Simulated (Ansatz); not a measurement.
Molecule: ethenyl(methoxymethyl)silane, C₄H₁₀OSi, charge 0, multiplicity 1. SMILES: C=C[SiH2]COC
Coordinates optimised at B3LYP-D3(BJ)/def2-TZVP (Ansatz, a first-principles code):
```xyz
16

C      2.8066    -1.1150    -0.2429
C      1.5920    -0.7561    -0.6547
Si     0.7990     0.8755    -0.2422
C     -0.8167     0.6104     0.7076
O     -1.6772    -0.1745    -0.1059
C     -2.9192    -0.4498     0.5060
H      3.2422    -2.0775    -0.4914
H      3.4229    -0.4585     0.3628
H      1.0247    -1.4610    -1.2580
H      1.7244     1.6629     0.6116
H      0.4964     1.6415    -1.4755
H     -0.6164     0.1029     1.6630
H     -1.2851     1.5758     0.9524
H     -3.5008    -1.0518    -0.1911
H     -3.4666     0.4753     0.7275
H     -2.7859    -1.0084     1.4413
```

Wanted: vertical triplet-singlet gap (E(triplet) - E(singlet); each state is the SCF solution reached for its spin), in kJ/mol. Valence correlation only, unless marked. UHF or UKS for open shells. Spin-orbit coupling is left out. Non-relativistic. 

| level | program | vertical triplet-singlet gap (kJ/mol) |
|---|---|---|
| HF/aug-cc-pV(T+d)Z | Ansatz | 318.2 |
| r2SCAN/def2-TZVPD | Ansatz | 387.7 |
| B3LYP/def2-TZVPD | Ansatz | 414.3 |
| PBE0/def2-TZVPD | Ansatz | 399.8 |
| MP2/aug-cc-pV(D+d)Z | Ansatz | 443.1 |
| CCSD(T)/aug-cc-pV(D+d)Z | Ansatz | 430.8 |
